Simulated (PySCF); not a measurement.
chloroform (CHCl3), singlet, at a GFN2-xTB geometry. Base run: PBE/6-31G** (PySCF).

PySCF was given this input:
```python
from pyscf import gto, scf, dft

mol = gto.M(
    atom='''
C    -0.001023    0.007108    0.481001
H    -0.003344    0.023236    1.572333
Cl    0.009258    1.673966   -0.112156
Cl    1.446620   -0.846731   -0.071848
Cl   -1.455321   -0.831110   -0.078251
''',
    basis='6-31g**',
    charge=0,
    spin=0,
    verbose=4,
)

mf = dft.RKS(mol)
mf.xc = 'pbe'
mf.kernel()
```

The base run was repeated with changes; each row names its change, and settings that it needs were set with it.

```
change                                       ΔE vs base (mEh)  SCF cycles        outcome
-------------------------------------------  ----------------  ----------  -------------
base                                                    0.000           9      converged
diis = off (with mf.max_cycle = 100)                        -         100  not converged
conv_tol = 1e-4                                         0.002           5      converged
diis_space = 12                                         0.000           9      converged
conv_tol = 1e-7                                         0.000           7      converged
level_shift = 0.5 (with mf.max_cycle = 100)             0.000          18      converged
level_shift = 1.0 (with mf.max_cycle = 100)             0.000          33      converged
DIIS = ADIIS                                            0.000          16      converged
conv_tol = 1e-6                                         0.000           7      converged
conv_tol_grad = 1e-7                                    0.000          11      converged
diis_space = 2                                          0.000          17      converged
conv_tol_grad = 1e-3                                    0.000           9      converged
level_shift = 0.3 (with mf.max_cycle = 100)             0.000          14      converged
```
